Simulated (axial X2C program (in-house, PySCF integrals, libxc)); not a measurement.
# Worked dissociation energy of CrF⁺: TPSS, with spin–orbit coupling

Calculated with an in-house relativistic program for diatomic molecules. Two-component (2c) means X2C with spin–orbit coupling and atomic mean-field two-electron Coulomb and Gaunt terms; the speed of light was multiplied by 1.5, so these are model numbers, not those of the real molecule. Basis: Cr dyall-v3z [9s10p6d3f2g], F dyall-v3z [6s5p2d1f] (cores contracted in-house); Gaussian nuclei, density fitting, unrestricted open shells. Masses: Cr 51.941 u, F 18.998 u.

Molecular state: Ω = 2 (⟨Sz⟩ = 2.00, ⟨Lz⟩ = 0.00 at TPSS).

```
E(Cr+) (2M_J = 5) : -1046.910983 hartree
E(F) (2M_J = 1)   : -99.814765 hartree
E(CrF⁺) at Re     : -1146.878227 hartree
ωe                : 782.9 cm⁻¹
ωexe              : 3.94 cm⁻¹
```

(1) Work out De and D0.

The state is a single determinant with fixed occupations, the lowest that a limited PBE0 search found. De is counted from the lowest determinant-based energies of the atoms at the same level, without counterpoise correction. Density functionals use the spin component along the axis (collinear). In 2c an atomic determinant is not the ground J level, so De misses part of the atomic spin–orbit lowering. This holds for TPSS. The functionals have no current-density term, which raises determinants with orbital currents, atoms included. With several unpaired electrons one determinant need not be a pure state. Open-shell Ω = 0 determinants with evenly filled partner blocks cannot be reached by this program, so the Ω shown need not be the lowest component.

Each atomic determinant is the lowest at this level and need not be a pure J level. Totals compare only within one Hamiltonian and basis.

Results:

(1) De = -1046.910983 + (-99.814765) − (-1146.878227) = 0.15248 hartree = 4.149 eV. The zero-point energy is ωe/2 − ωexe/4 = 390 cm⁻¹ = 0.048 eV, so D0 = 4.101 eV.
